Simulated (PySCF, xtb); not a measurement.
C4H6O2Si, SMILES c1coc(c1O)[SiH3]. One conformer was computed; it need not be the lowest.

Harmonic wavenumbers (cm⁻¹) from GFN2-xTB (xtb) at its own minimum, in rising order: 4, 135, 146, 314, 334, 362, 489, 541, 555, 596, 630, 683, 765, 769, 776, 795, 809, 869, 1041, 1066, 1126, 1183, 1200, 1259, 1423, 1482, 1601, 2252, 2260, 2278, 3158, 3171, 3541.

### Question
What does PBE-D3(BJ)/def2-SVP (PySCF) give at its own minimum? (Estimate from the structure and the level; the computed values follow.)

### Answer
43, 140, 154, 264, 317, 370, 481, 578, 621, 635, 681, 687, 720, 802, 867, 884, 897, 924, 1024, 1045, 1125, 1185, 1216, 1282, 1443, 1488, 1619, 2154, 2156, 2192, 3177, 3205, 3737. Paired by order, the mean absolute difference is 42 cm⁻¹ and the zero-point energies are 53.8 and 54.5 kcal/mol.
